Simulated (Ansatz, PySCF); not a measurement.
BH, SMILES [BH] (connectivity only; charge and spin as stated), neutral, multiplicity 1. Atoms are numbered in the order given.

```xyz
2

B      0.0000     0.0000    -0.2321
H      0.0000     0.0000     1.0091
```
Charge 0, spin multiplicity 1.

Geometry: PBE0-D3(BJ)/def2-TZVPD.

Two levels are set side by side: PBE-D3(BJ)/def2-TZVPD (Ansatz, an electronic-structure program) and PBE0-D3(BJ)/def2-TZVPD (Ansatz). Each level has its own optimised geometry; the coordinates shown are those of the second. Frequencies come from the Hessian of PySCF at each geometry. Differences are taken from unrounded values.

| quantity | PBE0-D3(BJ) |
|---|---|
| bond B1–H2 (Å) | 1.241 |
| highest harmonic wavenumber (cm⁻¹) | 2328 |
| mean harmonic wavenumber (cm⁻¹) | 2328 |
| zero-point energy (kcal/mol) | 3.33 |

Question: What does PBE-D3(BJ) give, and how far is it from PBE0-D3(BJ)? (An estimate is asked for; the answer gives what the named calculation found.)

Answer: 
```json
[
 {"quantity": "bond B1–H2 (Å)", "PBE-D3(BJ)": "1.252", "PBE-D3(BJ) minus PBE0-D3(BJ)": "0.011"},
 {"quantity": "highest harmonic wavenumber (cm⁻¹)", "PBE-D3(BJ)": "2242", "PBE-D3(BJ) minus PBE0-D3(BJ)": "-85"},
 {"quantity": "mean harmonic wavenumber (cm⁻¹)", "PBE-D3(BJ)": "2242", "PBE-D3(BJ) minus PBE0-D3(BJ)": "-85"},
 {"quantity": "zero-point energy (kcal/mol)", "PBE-D3(BJ)": "3.21", "PBE-D3(BJ) minus PBE0-D3(BJ)": "-0.12"}
]
```
